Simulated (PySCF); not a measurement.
Work out the structure from these simulated measurements.

Formula: C6H13FOSi2.

| Item | Value |
| --- | --- |
| Rotational structure | rotational constants A, B, C: 1.011, 0.790, 0.639 GHz [GFN2-xTB] |
| 1H NMR | chemical shifts (computed TMS as zero) by class: 6.48 (1 H), 6.22 (1 H), 6.06 (1 H), 5.43 (3 H), 2.33 (1 H), 2.30 (1 H), 2.21 (1 H), 2.07 (1 H), 2.03 (1 H), 1.96 (1 H), 1.91 (1 H) ppm [GIAO PBE0/pcSseg-1] |
| 13C NMR | chemical shifts (computed TMS as zero) by class: 143.9 (1 C), 139.8 (1 C), 22.8 (1 C), 22.0 (1 C), 21.7 (1 C), 21.3 (1 C) ppm [GIAO PBE0/pcSseg-1] |
| Dipole | 2.32 D [PBE0/pcSseg-1] |
| NMR, other nuclei | isotropic shieldings of nuclei other than C and H, by class: 304 (1 O), 328 (1 F), 375 (1 Si), 391 (1 Si) ppm [GIAO PBE0/pcSseg-1] |

Electronic properties: PySCF, gas phase, density fitting. Levels stand in brackets. Geometry: GFN2-xTB, one conformer, isolated molecule. NMR values are class means; diastereotopic atoms form classes of their own.

Question: Propose a structure and show how it fits.

Answer: Numbering: `[CH2:1]=[CH:2][Si@@:3]([F:4])([O:5][SiH3:6])[CH:7]1[CH2:8][CH2:9][CH2:10]1`. Its formula, C6H13FOSi2, gives 2 degrees of unsaturation: 1 ring and 1 π bond in the structure found. 6 carbons fall into 6 classes; from least to most shielded: terminal =CH2 carbon [C1] (143.9 ppm), alkene CH carbon [C2] (139.8 ppm), four-membered-ring carbon [C10] (22.8 ppm), four-membered-ring carbon [C9] (22.0 ppm), four-membered-ring carbon [C8] (21.7 ppm), ring sp3 carbon bound to silicon [C7] (21.3 ppm). Hydrogen classes from least to most shielded: 1 H on a terminal =CH2 carbon, C1 (6.48 ppm), 1 H on a terminal =CH2 carbon, C1 (6.22 ppm), 1 H on an alkene CH carbon, C2 (6.06 ppm), 3 H on an oxygen-bound silicon, Si6 (5.43 ppm), 1 H on a four-membered-ring carbon, C9 (2.33 ppm), 1 H on a four-membered-ring carbon, C10 (2.30 ppm), 1 H on a four-membered-ring carbon, C10 (2.21 ppm), 1 H on an sp3 carbon bound to silicon, C7 (2.07 ppm), 1 H on a four-membered-ring carbon, C9 (2.03 ppm), 1 H on a four-membered-ring carbon, C8 (1.96 ppm), 1 H on a four-membered-ring carbon, C8 (1.91 ppm). The other shieldings belong to: 304 ppm, siloxane oxygen [O5]; 328 ppm, silicon-bound fluorine [F4]; 375 ppm, fluorine-bound silicon [Si3]; 391 ppm, oxygen-bound silicon [Si6]. The optimised geometry has point group C1 and is an asymmetric top. Structure: `C=C[Si@@](F)(O[SiH3])C1CCC1`. Computed isomers that give other values at the same levels: `CO[C@@H]1C=C([SiH2]C)[C@@H](F)[SiH2]1` (13C chemical shifts (computed TMS as zero) by class: 164.7 (1 C), 149.1 (1 C), 98.2 (1 C), 79.3 (1 C), 60.5 (1 C), -7.4 (1 C) ppm); `C=CC[C@@H]1C[C@@H]([Si@@H](F)[SiH3])O1` (13C chemical shifts (computed TMS as zero) by class: 141.1 (1 C), 125.0 (1 C), 82.6 (1 C), 74.3 (1 C), 49.5 (1 C), 27.4 (1 C) ppm); `C=CC[C@@H]1C[C@H]([Si@@H](F)[SiH3])O1` (13C chemical shifts (computed TMS as zero) by class: 141.0 (1 C), 125.5 (1 C), 81.6 (1 C), 75.4 (1 C), 50.4 (1 C), 30.7 (1 C) ppm). The assignments are read from this structure; whether some other isomer fits the data as well wasn't checked. The mirror image fits equally.

Conformer computed: `[CH2:1]=[CH:2][Si@@:3]([F:4])([O:5][SiH3:6])[CH:7]1[CH2:8][CH2:9][CH2:10]1`: C1–C2–Si3–F4 -128°, C2–Si3–O5–Si6 101°, C2–Si3–C7–C8 -58°.
